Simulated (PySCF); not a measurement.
# Hartree-Fock beside MP2: ClGeH2O anion

All numbers below are calculated, not measured. The program is PySCF 2.14.0, an open-source quantum chemistry code, run on an isolated molecule that a program drew, which may never have been made. The molecule is ClGeH2O anion (charge -1, singlet), drawn as the SMILES string `[OH][GeH-][Cl]`.

The geometry was optimised and harmonic frequencies were computed with HF and MP2, all in the aug-cc-pV(D+d)Z basis, for the commonest isotopes, with a restricted reference for singlets and an unrestricted one otherwise, and a frozen core in MP2. Germanium has the aug-cc-pVDZ-PP basis, with a core potential (ECP10MDF) in place of its 10 inner electrons, and its 3s, 3p and 3d shells are frozen in MP2. Each result is a local minimum of its method.

Geometry at the HF minimum:
```xyz
5
ClGeH2O anion, angstrom
O    -1.3632   -1.8339    0.5325
Ge   -1.4935    0.0134    0.5983
Cl   -3.8914    0.1673    0.0794
H    -1.7294   -2.1918   -0.2588
H    -1.1280    0.2777   -0.9526
```

Lengths of the bonds as drawn, in Å (atoms numbered as above):
```
   bond     HF    MP2
 O1-Ge2  1.853  1.909
Ge2-Cl3  2.458  2.434
  O1-H4  0.942  0.969
 Ge2-H5  1.615  1.626
```

Rotational constants, in GHz:
| constant | HF | MP2 |
|---|---|---|
| A | 10.48 | 10.15 |
| B | 3.012 | 3.017 |
| C | 2.407 | 2.396 |

Harmonic frequencies in cm^-1, each column in rising order, so a row needn't be the same motion in every method:
| rank | HF | MP2 |
|---|---|---|
| 1 | 156 | 137 |
| 2 | 231 | 251 |
| 3 | 332 | 315 |
| 4 | 600 | 544 |
| 5 | 697 | 657 |
| 6 | 766 | 701 |
| 7 | 961 | 897 |
| 8 | 1795 | ? |
| 9 | 4181 | 3810 |

**Estimate the missing MP2 frequency from the HF column.**

A single factor s that minimises the squared misfit of MP2 against s times HF over the other rows is sum(HF x MP2) / sum(HF^2) = 0.9137, with an rms misfit of 18 cm^-1. For rank 8 it gives 0.9137 x 1795 = 1640 cm^-1. The calculation gives 1748 cm^-1, 108 cm^-1 above the estimate. The drawn bonds are on average 1.4 % longer in MP2 than in HF.
